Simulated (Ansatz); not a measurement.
The same substitution along the group F, Cl, Br.

Isolated molecules relaxed with PBE0-D4/def2-TZVP in Ansatz; ΔE leaves out vibrations. CCSD(T)/CBS is the MP2 limit (def2-TZVPP, def2-QZVPP) plus CCSD(T) − MP2 in def2-TZVPP, frozen cores. This one scheme is used for every species. DFT in def2-TZVPP. B3LYP here is the variant with VWN-RPA as its local correlation; programs differ in this. For Br, Mg outer-core shells are correlated without core-valence functions, which leaves a few kJ/mol of doubt a bond. Scalar relativity is left out up to krypton. One conformer a species, not always the lowest.

```csv
reaction,B3LYP-D4 (kJ/mol),ωB97M-V (kJ/mol),CCSD(T)/CBS(def2) (kJ/mol)
`[CH3][Mg][F]` + `CNN` → `CN(C)N` + `[F][MgH]`,40,40,45
`[CH3][Mg][Cl]` + `CNN` → `CN(C)N` + `[MgH][Cl]`,40,40,47
`[CH3][Mg][Br]` + `CNN` → `CN(C)N` + `[MgH][Br]`,40,41,48
```

Largest T1 diagnostic: 0.011, for `[F][MgH]`.
